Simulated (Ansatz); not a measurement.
Geometry optimisation, RKS PBE0-D4/def2-SVP in Ansatz.

Input:

```yaml
crystal:
  periodic: [false, false, false]
  atoms:
    - { symbol: F, position_ang: [-1.0639, 2.164, 0.0176] }
    - { symbol: C, position_ang: [-0.2833, 1.1145, 0.1583] }
    - { symbol: O, position_ang: [-0.9003, 0.0099, -0.4841] }
    - { symbol: Al, position_ang: [0.3044, -1.4646, -0.284] }
    - { symbol: H, position_ang: [-0.1497, 0.9288, 1.2323] }
    - { symbol: H, position_ang: [0.7, 1.3832, -0.3074] }
    - { symbol: H, position_ang: [1.3822, -1.777, -1.368] }
    - { symbol: H, position_ang: [0.1027, -2.4159, 0.9797] }
basis:
  gaussian: { orbitals: def2-SVP }
hamiltonian:
  xc: pbe0
  dispersion: d4
relax:
  f_tol: 0.015
  max_steps: 40
```

Command:

```bash
$ ansatz run input.yaml --threads 1 --pin off --max-ram 2048MiB --backend cpu --events-out ev --progress --plain --runs-dir out
```

Question: Where does it end, and by what steps?

Answer: The forces met the threshold. The force dipped under the threshold on the way, but the program's further checks kept it going. After 37 steps the energy has fallen by 0.931 eV; H7 moved furthest, 1.64 Å.

```csv
step,energy less start (eV),largest force component (eV/Å),accepted
0,0.0000,2.993,yes
2,-0.5260,1.599,yes
4,-0.7193,0.685,yes
6,-0.8041,0.279,yes
8,-0.8508,0.671,yes
10,-0.8385,0.553,no
12,-0.8991,0.070,yes
14,-0.9108,0.092,yes
16,-0.9170,0.163,yes
18,-0.9211,0.066,yes
20,-0.9111,0.438,no
22,-0.9261,0.106,yes
24,-0.9274,0.050,yes
26,-0.9285,0.069,yes
28,-0.9295,0.112,yes
30,-0.9303,0.132,yes
32,-0.9311,0.028,yes
34,-0.9312,0.016,yes
36,-0.9312,0.020,no
37,-0.9313,0.008,yes
```

```xyz
8
Properties=species:S:1:pos:R:3
F -0.388 1.430 -1.006
C -0.053 1.231 0.312
O 0.150 -0.082 0.573
Al 0.129 -1.584 -0.254
H -0.884 1.626 0.926
H 0.867 1.814 0.509
H -0.198 -1.684 -1.797
H 0.468 -2.809 0.683
```

The run took 84 s on 1 thread of Intel(R) Xeon(R) Platinum 8488C (Sapphire Rapids), with other jobs on the host, peak memory 0.16 GiB.
